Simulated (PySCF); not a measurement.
ZnI2, SMILES [I][Zn][I].

Geometry optimised at PBE-D3(BJ)/def2-SVP. The isomer is the one that the SMILES or the coordinates give; other isomers of the formula were not compared. The def2 effective core potentials stand for the cores of I; spin–orbit coupling is left out.

Two levels are set side by side: TDDFT-PBE/def2-SVPD (PySCF) and TDDFT-B3LYP/def2-SVPD (PySCF). Vertical, same geometry. The lowest singlet is HOMO−1→LUMO 100 % with PBE and HOMO−1→LUMO 100 % with the other functional; states are paired by order. Differences are taken from unrounded values.

```json
[
 {"quantity": "lowest singlet excitation (eV)", "TDDFT-B3LYP": "4.30"},
 {"quantity": "lowest triplet excitation (TDA) (eV)", "TDDFT-B3LYP": "4.02"}
]
```

### Question
What does TDDFT-PBE give, and how far is it from TDDFT-B3LYP? (An estimate is asked for; the answer gives what the named calculation found.)

### Answer

```tsv
quantity	TDDFT-PBE	TDDFT-PBE minus TDDFT-B3LYP
lowest singlet excitation (eV)	4.00	-0.29
lowest triplet excitation (TDA) (eV)	3.73	-0.28
```

Functionals without exact exchange tend to place singlet excitations lower, as here. Differences between two approximate levels are no errors against the true value.

Rough cost on one machine, each run with all the roots and properties that it gave: TDDFT-B3LYP against TDDFT-PBE about 2 times.
